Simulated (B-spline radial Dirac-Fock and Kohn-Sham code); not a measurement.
**Binding energies of Yb⁵⁹⁺ at several levels of theory**

System: Yb⁵⁹⁺ in the configuration [Ne] 3s1.

The density-functional columns are spherical, spin-unpolarised Dirac-Kohn-Sham results without Breit or QED terms: −ε is minus the orbital energy of the initial state and ΔSCF the difference of two total energies. The reference in the last column comes from Dirac-Fock ΔSCF + Breit + QED. All numbers are from an atomic code on a B-spline grid, in eV; a selection of levels is shown. The Kohn-Sham columns are given as differences from the reference. For the 1s level of heavy atoms much of the gap between ΔSCF and the reference is the Breit and QED part, -285.9 eV here; for other levels the error of the functional can be larger.

```
     level  LDA −ε − DF  LDA ΔSCF − DF  Dirac-Fock
L2 (2p1/2)       -123.9          +48.6     14697.6
L3 (2p3/2)       -134.2          +21.8     13624.0
   M1 (3s)        -46.4           +7.3      6235.6
```

For the outermost level NIST gives 6236 ± 7 eV (theoretical); the differences from it are LDA −ε -46.83, LDA ΔSCF +6.80, Dirac-Fock -0.45 eV.

Values without a named source are computed, but for edge energies of neutral atoms, which are taken from tables.
